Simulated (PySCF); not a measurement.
Run times: nickel in cc-pVTZ-DK

Measured wall times of calculations with PySCF 2.14 in cc-pVTZ-DK (7s6p4d2f1g, 68 functions), with scalar relativity by spin-free X2C-1e, run from one Python driver. Hardware: 1 thread of Neoverse-N1 on a shared host, 1.3 GiB allowed. The two-electron integrals over 68 functions were computed once and kept in memory (1.6 CPU seconds with the set-up); the times below exclude them. Kohn-Sham runs start from converged Hartree-Fock orbitals.

Launch command (the driver calls PySCF for each step listed in the task file):

```bash
OMP_NUM_THREADS=1 python atomrun2.py TASK.json OUT
```

| species | step | iterations | wall time (s) |
| --- | --- | --- | --- |
| Ni⁺ [Ar] 3d9 | UHF | 11 | 0.93 |
| Ni⁺ [Ar] 3d9 | MP2 (9 electrons) |  | 0.26 |
| Ni²⁺ [Ar] 3d8 | UHF | 7 | 0.73 |
| Ni²⁺ [Ar] 3d8 | r2SCAN | 6 | 4.2 |
| Ni²⁺ [Ar] 3d8 | MN15 | 6 | 4.4 |
| Ni²⁺ [Ar] 3d8 | MP2 (8 electrons) |  | 0.25 |

(1) Roughly how long does MN15 take for Ni⁺ [Ar] 3d9 here?

Peak memory of the process: 0.27 GiB. Times on a shared host vary from run to run.

Answers

(1) About 7.5 s.
